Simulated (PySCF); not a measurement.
# LiCd⁺: script and output

The script input.py:

```python
from pyscf import gto, scf, mp

mol = gto.M(
    atom='Li 0 0 0; Cd 0 0 3.203',
    basis='def2-svp',
    ecp={'Cd': 'def2-svp'},
    charge=1,
    spin=0,
    symmetry=True,
    verbose=4,
)
mf = scf.RHF(mol)
mf = mf.newton()
mf.kernel()
mp.MP2(mf).kernel()
mf.dip_moment()
print('orbital energies (hartree):', mf.mo_energy[..., max(0, mol.nelec[1]-3):mol.nelec[0]+3].round(4))
```

```bash
$ OMP_NUM_THREADS=1 python input.py
```

The log:

```
PySCF version 2.14.0

[INPUT] verbose = 4
[INPUT] num. atoms = 2
[INPUT] num. electrons = 22
[INPUT] charge = 1
[INPUT] spin (= nelec alpha-beta = 2S) = 0
[INPUT] symmetry True subgroup None
[INPUT] Mole.unit = angstrom
[INPUT] Symbol           X                Y                Z      unit          X                Y                Z       unit  Magmom
[INPUT]  1 Li     0.000000000000   0.000000000000   0.000000000000 AA    0.000000000000   0.000000000000   0.000000000000 Bohr   0.0
[INPUT]  2 Cd     0.000000000000   0.000000000000   3.203000000000 AA    0.000000000000   0.000000000000   6.052792776982 Bohr   0.0

nuclear repulsion = 9.91277947399313
point group symmetry = Coov
symmetry origin: [0.         0.         5.69674614]
symmetry axis x: [1. 0. 0.]
symmetry axis y: [0. 1. 0.]
symmetry axis z: [0. 0. 1.]
num. orbitals of irrep A1 = 16
num. orbitals of irrep E1x = 8
num. orbitals of irrep E1y = 8
num. orbitals of irrep E2x = 3
num. orbitals of irrep E2y = 3
num. orbitals of irrep E3x = 1
num. orbitals of irrep E3y = 1
number of shells = 16
number of NR pGTOs = 73
number of NR cGTOs = 40
basis = def2-svp
ecp = {'Cd': 'def2-svp'}
Freeze 0 electrons in irreps []
    22 free electrons in irreps A1 E1x E1y E2x E2y E3x E3y

******** <class 'pyscf.soscf.newton_ah.SecondOrderSymAdaptedRHF'> ********
method = SecondOrderSymAdaptedRHF
initial guess = minao
damping factor = 0
level_shift factor = 0
DIIS = <class 'pyscf.scf.diis.CDIIS'>
diis_start_cycle = 1
diis_space = 8
diis_damp = 0
SCF conv_tol = 1e-09
SCF conv_tol_grad = None
SCF max_cycles = 50
direct_scf = True
direct_scf_tol = 1e-13
******** <class 'pyscf.scf.hf_symm.SymAdaptedRHF'> Newton solver flags ********
SCF tol = 1e-09
conv_tol_grad = None
max. SCF cycles = 50
direct_scf = True
direct_scf_tol = 1e-13
max_cycle_inner = 12
max_stepsize = 0.05
ah_start_tol = 1e+09
ah_level_shift = 0
ah_conv_tol = 1e-12
ah_lindep = 1e-14
ah_start_cycle = 1
ah_max_cycle = 40
ah_grad_trust_region = 2.5
kf_interval = 4
kf_trust_region = 5
canonicalization = True
Set conv_tol_grad to 3.16228e-05
Initial guess from minao.
HOMO (A1) = -0.906844998589732  LUMO (A1) = -0.430732839866888  gap/eV = 12.95567
Initial guess E= -173.737318727825  |g|= 1.3108
macro= 0  E= -174.100100189786  delta_E= -0.362781  |g|= 0.635237  3 KF 11 JK
macro= 1  E= -174.101244391557  delta_E= -0.0011442  |g|= 0.000172702  3 KF 12 JK
macro= 2  E= -174.101244391556  delta_E= 3.12639e-13  |g|= 4.82597e-06  1 KF 2 JK
Canonicalize SCF orbitals
macro X = 3  E=-174.101244391556  |g|= 4.82597e-06  total 8 KF 29 JK
converged SCF energy = -174.101244391556

******** <class 'pyscf.mp.mp2.RMP2'> ********
nocc = 11, nmo = 40
E(RMP2) = -174.463700948264  E_corr = -0.36245655670805
E(SCS-RMP2) = -174.4255655942  E_corr = -0.324321202643297
E_corr(same-spin) = -0.127646152391958
E_corr(oppo-spin) = -0.234810404316092

WARN: System has nonzero charge 1; the dipole moment is origin-dependent.
Location of origin: [0. 0. 0.]

Dipole moment(X, Y, Z, Debye):  0.00000,  0.00000,  4.53764
orbital energies (hartree): [-0.8983 -0.8983 -0.4561 -0.1599 -0.1076 -0.1076]
```

In short: E(SCF) = -174.101244 Eh, 3 cycles, E(MP2) − E(SCF) = -0.36246 Eh.

Run time: 0.8 s on 1 thread of Arm Neoverse V2 (shared host).

Stability towards an unrestricted solution was not tested. The bond length is a typed value, not an optimised one. The dipole of an ion depends on the origin.
